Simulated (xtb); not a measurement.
C2H6OZn, charge +1, doublet, from a rough starting geometry (GFN-xTB shapes and energies of metal compounds can be far from the true ones) (a state made from the parent by changing its charge; the spin is typed, not shown lowest); GFN2-xTB (xtb 6.7.1).

The xtb input:
```
$ xtb mol.xyz --gfn 2 --chrg 1 --uhf 1 --opt vtight --json

# file mol.xyz
10

Zn     0.99802162     0.77354046     0.95247212
C      0.37144965    -0.66205004    -0.41136359
C     -1.00256721    -0.30805402    -1.12654399
H      0.32210550    -1.57423490     0.11096045
H      1.02146555    -0.76936227    -1.24972607
H     -0.95728880     0.56902544    -1.66773082
H     -1.80743230    -0.14392983    -0.30810336
H     -1.29576089    -1.06512393    -1.72069265
O      0.90328180     1.32045132     2.55442427
H      1.53998127     1.96588430     2.97337460
```

Q: What does xtb print? Leave out banner, timings and long lists.

A: 
```
   ID    Z sym.   atoms
    1   30 Zn     1
    2    6 C      2, 3
    3    1 H      4-8, 10
    4    8 O      9

           -------------------------------------------------
          |                Calculation Setup                |
           -------------------------------------------------

           -------------------------------------------------
          |                 G F N 2 - x T B                 |
           -------------------------------------------------

          ...................................................
          :                      SETUP                      :
          :.................................................:
          :  # basis functions                  22          :
          :  # atomic orbitals                  22          :
          :  # shells                           14          :
          :  # electrons                        21          :
          :  max. iterations                   250          :
          :  Hamiltonian                  GFN2-xTB          :
          :  restarted?                      false          :
          :  GBSA solvation                  false          :
          :  PC potential                    false          :
          :  electronic temp.          300.0000000     K    :
          :  accuracy                    1.0000000          :
          :  -> integral cutoff          0.2500000E+02      :
          :  -> integral neglect         0.1000000E-07      :
          :  -> SCF convergence          0.1000000E-05 Eh   :
          :  -> wf. convergence          0.1000000E-03 e    :
          :  Broyden damping             0.4000000          :
          :  net charge                          1          :
          :  unpaired electrons                  1          :
          ...................................................

 iter      E             dE          RMSdq      gap      omega  full diag
   1    -11.4067651 -0.114068E+02  0.910E+00    3.81       0.0  T
   2    -11.4169078 -0.101427E-01  0.404E+00    5.15       1.0  T
   3    -11.4132808  0.362697E-02  0.380E+00    3.75       1.0  T
   4    -11.5359498 -0.122669E+00  0.919E-01    4.01       1.0  T
   5    -11.5370889 -0.113902E-02  0.340E-01    4.06       1.0  T
   6    -11.5371771 -0.882118E-04  0.216E-01    4.08       1.0  T
   7    -11.5373213 -0.144258E-03  0.941E-02    4.06       1.0  T
   8    -11.5373799 -0.585537E-04  0.386E-02    4.08       1.0  T
[...]
 * total energy  :   -11.4279718 Eh     change       -0.1053199E-05 Eh
 * total energy  :   -11.4279723 Eh     change       -0.5420884E-06 Eh
 * total energy  :   -11.4279730 Eh     change       -0.6647862E-06 Eh
 * total energy  :   -11.4279736 Eh     change       -0.6139723E-06 Eh
 * total energy  :   -11.4279740 Eh     change       -0.4127961E-06 Eh
 * total energy  :   -11.4279744 Eh     change       -0.4021882E-06 Eh
 * total energy  :   -11.4279744 Eh     change        0.9606236E-09 Eh
 * total energy  :   -11.4279747 Eh     change       -0.2864131E-06 Eh
 * total energy  :   -11.4279748 Eh     change       -0.1103148E-06 Eh
 * total energy  :   -11.4279749 Eh     change       -0.7868854E-07 Eh
 * total energy  :   -11.4279750 Eh     change       -0.1051055E-06 Eh
 * total energy  :   -11.4279750 Eh     change       -0.3920069E-07 Eh
   *** GEOMETRY OPTIMIZATION CONVERGED AFTER 66 ITERATIONS ***
         :: total energy             -11.427975037098 Eh    ::
[...]
     5   1 H        0.924     0.156     1.352     1.818
     6   1 H        0.924     0.148     1.404     1.853
     7   1 H        0.924     0.150     1.389     1.843
     8   1 H        0.922     0.209     1.053     1.605
     9   8 O        1.542    -0.400    20.922     6.171
    10   1 H        0.806     0.379     0.524     1.137

 Mol. C6AA /au·bohr⁶  :        970.994669
 Mol. C8AA /au·bohr⁸  :      35678.778141
 Mol. α(0) /au        :         51.284144

Wiberg/Mayer (AO) data.
largest (>0.10) Wiberg bond orders for each atom

 ---------------------------------------------------------------------------
     #   Z sym  total        # sym  WBO       # sym  WBO       # sym  WBO
 ---------------------------------------------------------------------------
     1  30 Zn   1.785 --     9 O    1.058     2 C    0.533
     2   6 C    3.833 --     3 C    1.201     5 H    0.925     4 H    0.924
                             1 Zn   0.533     9 O    0.146
     3   6 C    3.968 --     2 C    1.201     6 H    0.925     7 H    0.921
                             8 H    0.798
     4   1 H    0.976 --     2 C    0.924
     5   1 H    0.976 --     2 C    0.925
     6   1 H    0.978 --     3 C    0.925
     7   1 H    0.977 --     3 C    0.921
     8   1 H    0.947 --     3 C    0.798
     9   8 O    2.143 --     1 Zn   1.058    10 H    0.839     2 C    0.146
    10   1 H    0.856 --     9 O    0.839
 ---------------------------------------------------------------------------

Topologies differ in total number of bonds
Writing topology from bond orders to xtbtopo.mol

molecular dipole:
                 x           y           z       tot (Debye)
 q only:        0.632      -0.187      -0.040
   full:        1.168      -0.209       0.102       3.028
molecular quadrupole (traceless):
                xx          xy          yy          xz          yz          zz
 q only:        0.204       2.559      -2.936       5.800       6.553       2.732
  q+dip:        1.352       3.603      -3.909       7.635       6.455       2.556
   full:        1.485       3.929      -3.959       7.995       6.037       2.474

optimized geometry written to: xtbopt.xyz

           -------------------------------------------------
          | TOTAL ENERGY              -11.427975037098 Eh   |
          | GRADIENT NORM               0.000040875359 Eh/α |
          | HOMO-LUMO GAP               3.031124864810 eV   |
           -------------------------------------------------
```
